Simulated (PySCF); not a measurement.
NICS in rings of unrelated molecules.

Definitions: NICS(0) = −σiso at the ring centroid; NICS(1) = −σiso and NICS(1)zz = −σzz at ±1 Å along the ring normal z. Level: GIAO PBE0/pcSseg-1 (PySCF, non-relativistic, gas phase) on the GFN2-xTB geometries, one conformer each. Atom numbers follow the mapped SMILES.

Question: Order these rings by mean NICS(1)zz, lowest (most negative) first (ppm).
A. ring C3–C4–N5 in `[CH:1](=[CH:2]\[C@H:3]1[CH2:4][NH:5]1)/[CH:6]1[CH2:7][CH2:8]1`
B. ring P3–C5–C6–C7–C8–C9 in `[OH:1][CH2:2][P:3]1(=[S:4])[CH:5]=[CH:6][CH2:7][CH:8]=[CH:9]1`
C. ring C2–C3–N4–C5–C6–N7 in `[F:1][c:2]1[cH:3][n:4][cH:5][cH:6][n:7]1`
D. ring C3–C4–C5–O7 in `[N:1]#[C:2][C@@H:3]1[CH2:4][C@H:5]([F:6])[O:7]1`
E. ring C2–C3–C8 in `[CH3:1][C@@H:2]1[C@H:3]([C:4]([F:5])([F:6])[F:7])[C@H:8]1[S:9](=[O:10])(=[O:11])[O-:12]` (charge -1)
F. ring C4–C5–C6–C7–C11–C12 in `[O:1]=[C:2]([F:3])[c:4]1[cH:5][cH:6][c:7]([C:8](=[O:9])[F:10])[cH:11][cH:12]1`

Answer: C (-28.3), F (-27.0), E (-24.8), A (-22.7), B (2.0), D (3.4).

| SMILES | ring | NICS(0) | NICS(1) | NICS(1)zz | HOMA | rms pucker (Å) | ring atoms with four or more neighbours |
| --- | --- | --- | --- | --- | --- | --- | --- |
| Fc1cnccn1 | 6-membered ring with 2 N; formal bonds all aromatic | -7.6 | -11.2 | -28.3 | 0.99 | 0.00 | 0 |
| O=C(F)c1ccc(C(=O)F)cc1 | 6-membered carbocycle; formal bonds all aromatic | -8.5 | -11.3 | -27.0 | 0.98 | 0.00 | 0 |
| C[C@@H]1[C@H](C(F)(F)F)[C@H]1S(=O)(=O)[O-] | 3-membered carbocycle; formal bonds all single | -42.6 | -9.3 | -24.8 | – | 0.00 | 3 |
| C(=C\[C@H]1CN1)/C1CC1 | 3-membered ring with N; formal bonds all single | -44.8 | -6.8 | -22.7 | – | 0.00 | 2 |
| OCP1(=S)C=CCC=C1 | 6-membered ring with P; formal bonds 2 double, 4 single | 1.0 | -1.4 | 2.0 | – | 0.02 | 2 |
| N#C[C@@H]1C[C@H](F)O1 | 4-membered ring with O; formal bonds all single | -0.9 | 0.2 | 3.4 | – | 0.01 | 3 |

NICS(0) gives another order. The isotropic NICS(1) gives another order. HOMA uses Krygowski's 1993 parameters; it is left out where a ring has a four-coordinate atom, a triple bond, no multiple bond or a kind of bond without parameters. NICS(1) and NICS(1)zz are means over the two faces.
